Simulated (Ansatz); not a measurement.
Stepwise reaction of dimethylcadmium with hydrogen chloride, as a gas-phase model of exchange steps in deposition or etching. ΔE in kJ/mol.

Program: Ansatz. Geometries: PBE0-D4/def2-TZVP. ΔE: electronic, gas phase. CBS: MP2 limit from def2 TZ/QZ plus the TZ coupled-cluster correction, frozen cores. This one scheme is used for every species. Functionals use def2-TZVPP. B3LYP here is the variant with VWN-RPA as its local correlation; programs differ in this. def2 core potentials past Kr. For Cd outer-core shells are correlated without core-valence functions, which leaves a few kJ/mol of doubt a bond.

```csv
step,reaction,PBE-D4,B3LYP-D4,ωB97M-V,CCSD(T)/CBS
2,`[CH3][Cd][Cl]` + HCl → `[Cl][Cd][Cl]` + CH₄,-117.7,-128.1,-129.6,-129.4
```

Give the row of step 1, `[CH3][Cd][CH3]` + HCl → `[CH3][Cd][Cl]` + CH₄. (An estimate is asked.)

Ansatz gave: 
| step | reaction | PBE-D4 | B3LYP-D4 | ωB97M-V | CCSD(T)/CBS |
| --- | --- | --- | --- | --- | --- |
| 1 | `[CH3][Cd][CH3]` + HCl → `[CH3][Cd][Cl]` + CH₄ | -157.7 | -168.3 | -166.1 | -165.0 |

By hand: ΔE of the 2 steps together at CCSD(T)/CBS.

(-165.0) + (-129.4) = -294.4 kJ/mol, or -147.2 kJ/mol a step.

In ΔE each step is higher than the one before. All are downhill at CCSD(T)/CBS. PBE-D4 differs from CCSD(T)/CBS by 7.3 to 11.7 kJ/mol a step. Isolated molecules leave out the surface, adducts and barriers. Largest T1 diagnostic: 0.013.
